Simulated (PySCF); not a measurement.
# `C#C[C@@H]1C[C@H]1[SiH2]N`: 4 charge schemes on one density

Compound: C5H9NSi.
Structure used (GFN2-xTB), in Å, numbered top down from 1:
```
atom  x, y, z in Å
C1     2.7435    1.8971   -1.1611
C2     1.9451    1.2330   -0.5626
C3     0.9780    0.4218    0.1005
C4     0.8982   -1.0394   -0.2367
C5    -0.1889   -0.1168   -0.6994
Si6   -1.9149   -0.1203    0.0498
N7    -1.7531   -0.6487    1.6842
H8     3.4468    2.4870   -1.6678
H9     0.7863    0.7053    1.1289
H10    0.6936   -1.7292    0.5690
H11    1.5903   -1.4235   -0.9730
H12   -0.1513    0.1273   -1.7554
H13   -2.4465    1.2397    0.1494
H14   -2.7780   -0.9547   -0.8053
H15   -1.3140   -1.5368    1.8700
H16   -2.5428   -0.5328    2.2982
```

Density: PBE0/pcSseg-1 (PySCF); schemes: Mulliken, IAO, Hirshfeld and ESP-fitted. One conformer (not necessarily the lowest) at the GFN2-xTB geometry, without solvent, vibrations or thermal averaging.

Question: For which atoms does the sign change between the 4 schemes (beyond +0.03 e in one, beyond −0.03 e in another)?

Answer: C2. Atomic charges aren't observables, and each scheme defines them in its own way.

Question: At which atom do the 4 schemes differ most?

Answer: At N7: from -0.982 (ESP-fitted) to -0.312 e (Hirshfeld), 0.670 e apart.

Question: What partial charge does each atom carry?

Answer: In e:

```json
{"atom": "C1", "environment": "terminal alkyne carbon", "Mulliken": "-0.379", "IAO": "-0.266", "Hirshfeld": "-0.132", "ESP-fitted": "-0.465"}
{"atom": "C2", "environment": "alkyne carbon", "Mulliken": "+0.316", "IAO": "-0.022", "Hirshfeld": "-0.040", "ESP-fitted": "+0.031"}
{"atom": "C3", "environment": "propargylic carbon", "Mulliken": "-0.265", "IAO": "-0.142", "Hirshfeld": "-0.028", "ESP-fitted": "-0.035"}
{"atom": "C4", "environment": "three-membered-ring carbon", "Mulliken": "-0.133", "IAO": "-0.265", "Hirshfeld": "-0.076", "ESP-fitted": "-0.329"}
{"atom": "C5", "environment": "sp3 carbon bound to silicon", "Mulliken": "-0.476", "IAO": "-0.418", "Hirshfeld": "-0.127", "ESP-fitted": "-0.289"}
{"atom": "Si6", "environment": "SiH2 silicon", "Mulliken": "+0.816", "IAO": "+0.910", "Hirshfeld": "+0.373", "ESP-fitted": "+0.627"}
{"atom": "N7", "environment": "silicon-bound nitrogen", "Mulliken": "-0.639", "IAO": "-0.845", "Hirshfeld": "-0.312", "ESP-fitted": "-0.982"}
{"atom": "H8", "environment": "alkyne hydrogen", "Mulliken": "+0.037", "IAO": "+0.199", "Hirshfeld": "+0.086", "ESP-fitted": "+0.306"}
{"atom": "H9", "environment": "methine hydrogen", "Mulliken": "+0.156", "IAO": "+0.172", "Hirshfeld": "+0.055", "ESP-fitted": "+0.149"}
{"atom": "H10", "environment": "methylene hydrogen", "Mulliken": "+0.123", "IAO": "+0.140", "Hirshfeld": "+0.047", "ESP-fitted": "+0.147"}
{"atom": "H11", "environment": "methylene hydrogen", "Mulliken": "+0.140", "IAO": "+0.160", "Hirshfeld": "+0.053", "ESP-fitted": "+0.183"}
{"atom": "H12", "environment": "methine hydrogen", "Mulliken": "+0.155", "IAO": "+0.162", "Hirshfeld": "+0.047", "ESP-fitted": "+0.168"}
{"atom": "H13", "environment": "Si–H hydrogen", "Mulliken": "-0.108", "IAO": "-0.139", "Hirshfeld": "-0.082", "ESP-fitted": "-0.112"}
{"atom": "H14", "environment": "Si–H hydrogen", "Mulliken": "-0.128", "IAO": "-0.168", "Hirshfeld": "-0.096", "ESP-fitted": "-0.158"}
{"atom": "H15", "environment": "N–H hydrogen", "Mulliken": "+0.189", "IAO": "+0.256", "Hirshfeld": "+0.113", "ESP-fitted": "+0.373"}
{"atom": "H16", "environment": "N–H hydrogen", "Mulliken": "+0.196", "IAO": "+0.265", "Hirshfeld": "+0.119", "ESP-fitted": "+0.385"}
```

Mean size of the charges over all atoms: ESP-fitted 0.296 e, IAO 0.283 e, Mulliken 0.266 e, Hirshfeld 0.112 e. Each set sums to the total charge, 0, to within 0.001 e. The Mulliken scheme counts on each atom the diagonal of the density matrix times the overlap matrix over that atom's basis functions.

Question: How closely do the schemes follow one another over all atoms?

Answer: Correlation coefficient and root-mean-square difference: IAO with Hirshfeld 0.99, 0.228 e; IAO with ESP-fitted 0.95, 0.116 e; Hirshfeld with ESP-fitted 0.95, 0.245 e; Mulliken with IAO 0.94, 0.125 e; Mulliken with Hirshfeld 0.91, 0.212 e; Mulliken with ESP-fitted 0.88, 0.179 e.

Question: How many electrons does the Mulliken scheme count on C1?

Answer: Z − q = 6 − (-0.379) = 6.379.

The run behind these numbers computed NMR shieldings as well. The run took 25 s on Arm Neoverse V1, one thread, no GPU, on a shared host.
